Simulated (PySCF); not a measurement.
Compound: Si(OAc)2H2, C4H8O4Si.
Z-matrix (Å and degrees, PBE0-D3(BJ)/def2-SVP geometry), rows numbered from 1:
```
Si
O   1  1.7163
C   2  1.3356  1  113.10
C   3  1.4948  2  113.76  1   179.58
O   3  1.2095  2  120.61  1    -0.43
H   4  1.0953  3  110.03  2  -178.91
H   4  1.1000  3  109.47  2    59.73
H   4  1.0998  3  109.58  2   -57.29
O   1  1.7161  2   96.72  3  -179.49
C   9  1.3355  1  113.35  2   179.89
C  10  1.4949  9  113.73  1  -179.98
O  10  1.2093  9  120.69  1     0.05
H  11  1.0952 10  110.01  9   179.49
H  11  1.0998 10  109.52  9    57.99
H  11  1.0998 10  109.49  9   -59.08
H   1  1.4762  2  110.09  3    66.20
H   1  1.4761  2  110.08  3   -65.21
```

Method used: PBE0-D3(BJ)/def2-SVP geometry optimisation, gas phase (PySCF).

Take the most abundant isotopes and a rigid rotor. The values belong to one conformer.

**Question.** Give the principal moments of inertia and the rotational constants in MHz.

**Answer.** Ia = 109.74, Ib = 832.34, Ic = 929.34 u·Å²; 505379 MHz·u·Å²/I gives A = 4605, B = 607.2, C = 543.8 MHz.

**Question.** Classify the top.

**Answer.** A near-prolate asymmetric top. Ray's parameter κ = (2B − A − C)/(A − C) = -0.969; −1 is the prolate and +1 the oblate limit.

**Question.** What does the inertial defect say?

**Answer.** Not planar: Δ = Ic − Ia − Ib = -12.75 u·Å². For a rigid frame Δ = −2 Σ m c², so Σ m c² = 6.37 u·Å² lies off the ab plane, practically all of it from hydrogen. The atom farthest from that plane is 1.27 Å away.

**Question.** Give the coordinates in the principal-axis frame, origin at the centre of mass.

**Answer.** The sense of each axis is arbitrary; atoms in the order of the calculation.
```tsv
atom	mass (u)	a (Å)	b (Å)	c (Å)
Si1	27.977	-0.001	-0.519	-0.005
O2	15.995	-1.283	0.623	-0.008
C3	12.000	-2.491	0.054	0.001
C4	12.000	-3.619	1.036	0.008
O5	15.995	-2.605	-1.150	0.003
H6	1.008	-4.577	0.506	0.034
H7	1.008	-3.558	1.670	-0.889
H8	1.008	-3.523	1.701	0.878
O9	15.995	1.282	0.620	-0.003
C10	12.000	2.492	0.054	0.002
C11	12.000	3.617	1.039	0.004
O12	15.995	2.610	-1.150	0.005
H13	1.008	4.576	0.511	0.017
H14	1.008	3.528	1.696	0.881
H15	1.008	3.545	1.679	-0.888
H16	1.008	0.000	-1.284	-1.267
H17	1.008	-0.005	-1.280	1.260
```

**Question.** Predict some low-J microwave lines.

**Answer.** The dipole components are |μa| = 0.02 D, |μb| = 3.30 D, |μc| = 0.01 D. Intensities carry the squares of the components, which stand as 0.00 : 1.00 : 0.00 (a : b : c). Some lines, for components of 0.1 D or more:

```json
{"type": "b", "branch": "Q", "J(Ka,Kc)": "1(1,0) ← 1(0,1)", "MHz": "4061", "lower level (cm⁻¹)": "0.038"}
{"type": "b", "branch": "Q", "J(Ka,Kc)": "2(1,1) ← 2(0,2)", "MHz": "4126", "lower level (cm⁻¹)": "0.115"}
{"type": "b", "branch": "R", "J(Ka,Kc)": "1(1,1) ← 0(0,0)", "MHz": "5149", "lower level (cm⁻¹)": "0.000"}
{"type": "b", "branch": "R", "J(Ka,Kc)": "2(1,2) ← 1(0,1)", "MHz": "6237", "lower level (cm⁻¹)": "0.038"}
{"type": "b", "branch": "Q", "J(Ka,Kc)": "2(2,0) ← 2(1,1)", "MHz": "11995", "lower level (cm⁻¹)": "0.253"}
{"type": "b", "branch": "Q", "J(Ka,Kc)": "2(2,1) ← 2(1,2)", "MHz": "12184", "lower level (cm⁻¹)": "0.246"}
{"type": "b", "branch": "R", "J(Ka,Kc)": "2(2,1) ← 1(1,0)", "MHz": "14360", "lower level (cm⁻¹)": "0.174"}
{"type": "b", "branch": "R", "J(Ka,Kc)": "2(2,0) ← 1(1,1)", "MHz": "14424", "lower level (cm⁻¹)": "0.172"}
```

No frequency check. These are rigid-rotor constants of the computed structure; measured ground-state constants (B0) also hold zero-point vibration. A rigid rotor knows nothing of internal rotation, which can split or shift real lines.
